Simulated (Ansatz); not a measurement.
Basis-set extrapolation for C₅H₄F₆ (`F[C@@H]1[C@@H](F)CC(F)(F)C1(F)F`) (PBE0-D4/def2-TZVP geometry, frozen core, Ansatz). Multiplicity 1, RHF reference.

```tsv
	def2-TZVPP	def2-QZVPP
HF	-788.631401	-788.664456
MP2 correlation	-2.283088	-2.480901
CCSD(T) correlation	-2.391904	not run
```

Energies in hartree. Use E(X) = E(∞) + A·exp(−7.88·√X) for Hartree–Fock and E(X) = E(∞) + B·X^(−2.97) for correlation, with X = 3 and 4, and add CCSD(T) minus MP2 of the smaller set to the MP2 limit.

Question: What is the CCSD(T) energy at the basis-set limit?

Answer: HF limit: -788.664456 + (-0.033055) × 0.13774 = -788.66901. MP2 limit: -2.480901 + (-0.197813) × 0.74074 = -2.62743. Higher-order term: -2.391904 − (-2.283088) = -0.10882. Total: -791.40526 hartree, 239.7 kcal/mol below CCSD(T)/def2-TZVPP.
